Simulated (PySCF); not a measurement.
Species: C₃H₆NSSi (doublet state).
Atom-mapped SMILES: `[H]/[N:1]=[CH:2]/[CH:3]=[C:4]\[S:5][SiH3:6]` (hydrogens: H7 on N1; H8 on C2; H9 on C3; H10, H11, H12 on Si6)

Geometry (GFN2-xTB, Å), atoms numbered from 1 in this order:
```
atom  x, y, z in Å
N1    -3.2482   -0.5633    0.1077
C2    -2.0677   -0.3225    0.4750
C3    -0.9545   -0.9617   -0.2131
C4     0.3155   -0.7166    0.0280
S5     1.2012    0.1239    1.1784
Si6    2.7369    0.8561   -0.1912
H7    -3.9819   -0.0896    0.6273
H8    -1.7687    0.3507    1.2896
H9    -1.2389   -1.6445   -1.0025
H10    3.3124   -0.3215   -0.8226
H11    3.6370    1.5668    0.7023
H12    2.0581    1.7216   -1.1459
```

The hyperfine couplings belong to this conformer and change with its torsions.

Computed with UKS B3LYP, pcH-1 on C H N S Si, non-relativistic, mean-field spin-orbit, GIAO in PySCF. Geometry: GFN2-xTB, one conformer, isolated molecule. A GFN2-xTB geometry isn't a minimum of the functional, and hyperfine couplings can be far from their values at a DFT geometry. Stability of the SCF solution: not tested.

The isotropic 13C couplings are +331.6, +65.5, +7.0 MHz. Assign them to C2; C3; C4.

| site | a_iso (MHz) | ρ(0) (bohr⁻³) | position | distance from C4 (Å) | spin population | largest \|T\| (MHz) |
| --- | --- | --- | --- | --- | --- | --- |
| C2 | +65.5 | +0.0583 | 2 bonds from C4 | 2.46 | +0.06 | 9.9 |
| C3 | +7.0 | +0.0062 | 1 bond from C4 | 1.32 | -0.08 | 15.2 |
| C4 | +331.6 | +0.2949 | largest spin population | 0.00 | +0.83 | 121.9 |

Match the computed a_iso(1H) values +81.5, +13.5, +3.7, -0.5 MHz (means over equivalent nuclei) with the sites H7; H8; H9; H10/H11/H12.

| site | a_iso (MHz) | ρ(0) (bohr⁻³) | position | distance from C4 (Å) | bound to | spin population there | largest \|T\| (MHz) |
| --- | --- | --- | --- | --- | --- | --- | --- |
| H7 | +13.5 | +0.0030 | 4 bonds from C4 | 4.38 | N1 | -0.02 | 1.7 |
| H8 | -0.5 | -0.0001 | 3 bonds from C4 | 2.66 | C2 | +0.06 | 4.8 |
| H9 | +81.5 | +0.0182 | 2 bonds from C4 | 2.08 | C3 | -0.08 | 11.6 |
| H10/H11/H12 | +3.7 | +0.0008 | 3 bonds from C4 | 3.48 | Si6 | +0.02 | 4.1 |

ρ(0) is the spin density at the nucleus and T the dipolar tensor; a_iso includes a spin–orbit part; entries for several nuclei are means. The largest Mulliken spin populations are on C4 (+0.83), S5 (+0.15) and C3 (-0.08).

Examples of negative spin density at the nucleus (bohr⁻³): S5 (-0.0129).

Means are taken over nuclei equivalent by connectivity, which assumes that they swap fast. The three 1H nuclei of mean +3.7 MHz run from 1.5 to 7.2 MHz in the frozen geometry.
